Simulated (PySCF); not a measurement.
Consider 3-(trifluoromethyl)benzoic acid, `O=C(O)c1cccc(C(F)(F)F)c1` (C8H5F3O2). Non-hydrogen atoms are numbered in `[O:1]=[C:2]([OH:3])[c:4]1[cH:5][cH:6][cH:7][c:8]([C:9]([F:10])([F:11])[F:12])[cH:13]1`. These are map numbers, not IUPAC locants.

Level of theory: ωB97X-D3(BJ)/ma-def2-SVP single points in PySCF, grid level 2; every species was optimised with PBE0-D3(BJ)/ma-def2-SVP. Zero-point and thermal terms (298.15 K, 1 bar) come from unscaled GFN2-xTB harmonic frequencies, with soft modes damped to free rotors in the entropy. These were taken at the GFN2-xTB minima.

Q: Rank these of its positions by gas-phase deprotonation enthalpy, most acidic first.
A. C6 (aromatic carbon)
B. C7 (aromatic carbon)
C. O3 (acid OH oxygen)

A: C (1395 kJ/mol), B (1584 kJ/mol), A (1608 kJ/mol).

Not ranked, since the method can't order them against a listed neighbour: C13 (1592 kJ/mol), C5 (1610 kJ/mol).

Q: For C7 (aromatic carbon), what are ΔE (electronic) and ΔG(298 K) of the loss of the proton?

A: ΔE = 1616 and ΔG = 1550 kJ/mol, beside ΔH = 1584 kJ/mol. The product is `O=C(O)c1cc[c-]c(C(F)(F)F)c1`.

Q: Of those listed, which site of deprotonation is favoured in cyclohexane (IEF-PCM), and by how much?

A: O3 (acid OH oxygen), by 197 kJ/mol over C7 (aromatic carbon); the gas phase favours the same one.

Note: ma-def2-SVP is a small basis, whose errors can reach tens of kJ/mol; the order of C7 and C13, of C13 and C6, of C6 and C5 is undecided: the gaps lie inside the method's error (some 20 kJ/mol, one structure a species).
